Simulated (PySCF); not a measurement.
PySCF 2.14 output of an unrestricted PBE0 calculation on a single atom or ion in aug-cc-pwCVDZ-PP with ECP60MDF (6s5p4d1f, 48 functions), with scalar relativity through the core potential:

```
SCF conv_tol = 1e-09
number electrons alpha = 13  beta = 9
    C. Adamo and V. Barone.,  J. Chem. Phys. 110, 6158 (1999)
    M. Ernzerhof and G. E. Scuseria.,  J. Chem. Phys. 110, 5029 (1999)
cycle= 1 E= -213.994806514694  delta_E= -0.00612  |g|= 0.0104  |ddm|= 0.509
cycle= 2 E= -213.994841666828  delta_E= -3.52e-05  |g|= 0.00315  |ddm|= 0.0449
cycle= 3 E= -213.994843811901  delta_E= -2.15e-06  |g|= 0.00125  |ddm|= 0.00694
cycle= 4 E= -213.994844163831  delta_E= -3.52e-07  |g|= 2.83e-05  |ddm|= 0.0028
cycle= 5 E= -213.994844164089  delta_E= -2.58e-10  |g|= 1.95e-06  |ddm|= 7.22e-05
converged SCF energy = -213.994844164089  <S^2> = 6.0030116  2S+1 = 5.0012045
```

The run itself started from symmetry-adapted Hartree-Fock orbitals and held the occupation by maximum overlap, on a logarithmic radial grid, so the iterations belong to that start.

Question: Which element, charge and spin multiplicity is this?

Answer: Bi⁺ (bismuth, charge +1), multiplicity 5; the state was [Xe] 4f14 5d10 6s1 6p3, high-spin 5S determinant (an excited configuration).

Energies and moments cover only the electrons outside the core potential. Spin-orbit coupling, which splits the p, d and f shells strongly at this Z, is absent. Spin-orbit coupling is strong in this species (close to jj coupling), so the high-spin LS determinant is a model state, not a physical level.
